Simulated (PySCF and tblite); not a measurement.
Results of a calculation; reference values are marked as such.
System: C2H9F2SSi2 (charge +1), numbered as in [CH3:1][S@@+:2]([SiH3:3])[SiH2:4][CH:5]([F:6])[F:7].

The path came from a restrained scan, a climbing-image band and a saddle search at GFN2-xTB; energies are PBE0/pcSseg-1 + D3(BJ)//GFN2-xTB, thermal terms GFN2-xTB. Rate constants are transition-state-theory values, counting equivalent paths, without tunnelling. Programs: tblite and PySCF.

The ion is treated without a counter-ion.

Question: What barrier does the pyramidal inversion at S2 meet, and how fast is it at 298 K?

Answer: The electronic barrier is 10.9 kcal/mol and ΔG‡(298 K) 9.8 kcal/mol, over a C1 saddle with an imaginary mode of 146i cm⁻¹ (GFN2-xTB). With 1 equivalent path, k is 4.2×10⁵ s⁻¹, a mean lifetime of the start of 2.4 µs against this motion. The end lies 1.1 kcal/mol above the start in free energy.
